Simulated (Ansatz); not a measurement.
Frontier orbitals of `[CH3][Mg][N](C)C`.

```xyz
14

C     0.111    3.187   -0.119
Mg    0.038    1.112   -0.043
N    -0.028   -0.789    0.029
C    -1.187   -1.556    0.396
C     1.075   -1.659   -0.277
H    -0.174    3.568   -1.105
H     1.116    3.564    0.095
H    -0.565    3.642    0.612
H    -1.011   -2.189    1.284
H    -2.040   -0.909    0.633
H    -1.516   -2.236   -0.409
H     1.359   -2.297    0.579
H     1.970   -1.093   -0.560
H     0.853   -2.345   -1.114
```

Total charge 0; spin multiplicity 1. Correlated methods include outer-core shells of Mg, which these sets cover unevenly. Geometry: relaxed with PBE0-D4/def2-TZVP. It is one conformer, not always the lowest. Basis def2-TZVPP, Ansatz.

Orbital energies of one run (eV). Highest occupied ones, from the top: -6.50, -8.19, -9.71, -11.12, -11.71, -11.81, -11.82, -13.22, -13.55, -14.00, -18.31, -20.34, -21.30, -26.52. Empty: -0.15, 0.74, 1.03, 2.14, 2.50, 3.17.

(1) Which functional gave them?
A. BHLYP
B. B97M-V
C. BLYP
D. revPBE

Answers

(1) A. HOMO energies: BHLYP -6.50, revPBE -4.04, BLYP -4.00, B97M-V -4.40 eV.
